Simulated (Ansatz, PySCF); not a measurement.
Ligand exchange on a metal centre used in film growth or etching (Zn OH-CH3). Gas-phase values, no solvent. One relaxed conformer stands for each flexible species; it need not be the lowest.

Quantity: redistribution energy (mixed species minus the weighted end members), in kcal/mol.

Level 1: frozen-core CCSD(T)/def2-TZVPP // PBE-D3(BJ)/def2-SVP (Ansatz, a quantum-chemistry and plane-wave program)
Level 2: PBE-D3(BJ)/def2-TZVP // PBE-D3(BJ)/def2-SVP (PySCF)
Level 3: TPSSh-D3(BJ)/def2-TZVP // PBE-D3(BJ)/def2-SVP (PySCF)
Level 4: B3LYP/6-311+G** (LANL2DZ on Zn) // PBE-D3(BJ)/def2-SVP (PySCF)

| species | level 1 | level 2 | level 3 | level 4 |
|---|---|---|---|---|
| 1 of 2 OH replaced by CH3: [Zn(OH)(CH3)] | -2.75 | -3.12 | -2.98 | -3.07 |
